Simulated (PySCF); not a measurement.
B(SiH3)3 (BH9Si3), SMILES [SiH3]B([SiH3])[SiH3]. Atoms are numbered in the order given.

```xyz
13

B      0.0409    -0.0170     0.0000
Si    -0.0059     1.9895     0.0000
H     -0.6328     2.5936     1.2175
H      1.4510     2.3643     0.0000
H     -0.6328     2.5936    -1.2175
Si     0.0057    -0.9947     1.7529
H     -1.4613    -1.1716     2.0328
H      0.6374    -2.3508     1.7294
H      0.5903    -0.2106     2.8863
Si     0.0057    -0.9947    -1.7529
H      0.6374    -2.3508    -1.7294
H     -1.4613    -1.1716    -2.0328
H      0.5903    -0.2106    -2.8863
```
Charge 0, spin multiplicity 1.

Geometry: PBE0-D3(BJ)/def2-SVP.

Level of theory: r2SCAN/def2-TZVP (PySCF).

ESP charges are fitted to the potential on shells at 1.4 to 2.0 van der Waals radii. Atomic charges (e):

| atom | Löwdin | Mulliken | ESP fit | IAO |
|---|---|---|---|---|
| B1 | -0.72 | 0.03 | 0.23 | -0.46 |
| Si2 | 0.29 | 0.09 | 0.01 | 0.45 |
| H3 | -0.02 | -0.03 | -0.03 | -0.11 |
| H4 | 0.00 | -0.03 | -0.02 | -0.09 |
| H5 | -0.02 | -0.03 | -0.03 | -0.11 |
| Si6 | 0.29 | 0.08 | 0.04 | 0.45 |
| H7 | 0.00 | -0.02 | -0.03 | -0.09 |
| H8 | -0.03 | -0.04 | -0.04 | -0.11 |
| H9 | -0.02 | -0.03 | -0.04 | -0.10 |
| Si10 | 0.29 | 0.08 | 0.04 | 0.45 |
| H11 | -0.03 | -0.04 | -0.04 | -0.11 |
| H12 | 0.00 | -0.02 | -0.03 | -0.09 |
| H13 | -0.02 | -0.03 | -0.04 | -0.10 |

Computed Mayer and Wiberg (Löwdin basis) orders of the bonds:
```json
[
 {"bond": "B1–Si2", "Mayer": "0.94", "Wiberg": "1.21"},
 {"bond": "Si2–H3", "Mayer": "0.95", "Wiberg": "0.93"},
 {"bond": "Si2–H4", "Mayer": "0.92", "Wiberg": "0.89"},
 {"bond": "Si2–H5", "Mayer": "0.95", "Wiberg": "0.93"},
 {"bond": "B1–Si6", "Mayer": "0.94", "Wiberg": "1.21"},
 {"bond": "Si6–H7", "Mayer": "0.92", "Wiberg": "0.89"},
 {"bond": "Si6–H8", "Mayer": "0.95", "Wiberg": "0.93"},
 {"bond": "Si6–H9", "Mayer": "0.95", "Wiberg": "0.93"},
 {"bond": "B1–Si10", "Mayer": "0.94", "Wiberg": "1.21"},
 {"bond": "Si10–H11", "Mayer": "0.95", "Wiberg": "0.93"},
 {"bond": "Si10–H12", "Mayer": "0.92", "Wiberg": "0.89"},
 {"bond": "Si10–H13", "Mayer": "0.95", "Wiberg": "0.93"}
]
```
